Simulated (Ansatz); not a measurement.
```json
{"atom": "Zr", "x (Å)": "0.0000", "y (Å)": "0.0000", "z (Å)": "0.0000"}
{"atom": "Si", "x (Å)": "0.0000", "y (Å)": "2.6312", "z (Å)": "0.0000"}
{"atom": "Si", "x (Å)": "0.0000", "y (Å)": "-2.6312", "z (Å)": "0.0000"}
```

Basis set: pcseg-2 on Si; def2-TZVPP on Zr (spherical functions, with the set's core potentials past Kr). Some runs use density fitting. Charge 0, multiplicity 1.

Computed with Ansatz (development build ahead of 0.2.0); each method stands on the lowest determinant of its kind that the runs found.

Problem. Give the atomization energy at this shape (free ground-state atoms in the same class of orbitals less the molecule, no zero-point energy) of singlet ZrSi₂ by UHF, RHF.

Solution.

```tsv
method	atomization energy
UHF	2.98 eV
RHF	-0.84 eV
```

Caution: another spin multiplicity may lie lower. Caution for UHF: the unrestricted determinant is a mixture of spin states. Caution for RHF: an unrestricted determinant lies well below.

The shape needn't be a minimum at these levels.
